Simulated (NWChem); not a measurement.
Basis-set convergence for H3ClSi

SMILES: [SiH3]Cl
```xyz
5

Si     0.9968     0.0279     0.0000
Cl    -1.0832    -0.0303     0.0000
H      1.4668     0.7507     1.2285
H      1.4668     0.7507    -1.2285
H      1.5264    -1.3764     0.0000
```
Charge 0, spin multiplicity 1.

Everything below was run with NWChem. All single points use one geometry, from PBE/def2-SVP, a minimum by its harmonic frequencies.

Quantity: LUMO energy at the level B3LYP.

B3LYP has NWChem's definition, with VWN1-RPA local correlation. The Pople sets run with spherical d functions. The structure started from a generated list of species.

| basis | functions | LUMO energy (eV) |
|---|---|---|
| 3-21G | 32 | -0.51 |
| 6-31+G* | 50 | -0.75 |
| pcseg-1 | 51 | -0.52 |
| aug-pcseg-1 | 81 | -0.75 |
| aug-cc-pVDZ | 81 | -0.76 |
| 6-311++G** | 81 | -0.77 |
| pcseg-2 | 110 | -0.51 |
| def2-TZVPD | 116 | (withheld) |
| aug-cc-pVTZ | 169 | -0.76 |
| def2-QZVP | 230 | (withheld) |

### Question
What belongs in the gaps?

### Answer

- def2-TZVPD, LUMO energy (eV): -0.66
- def2-QZVP, LUMO energy (eV): -0.61
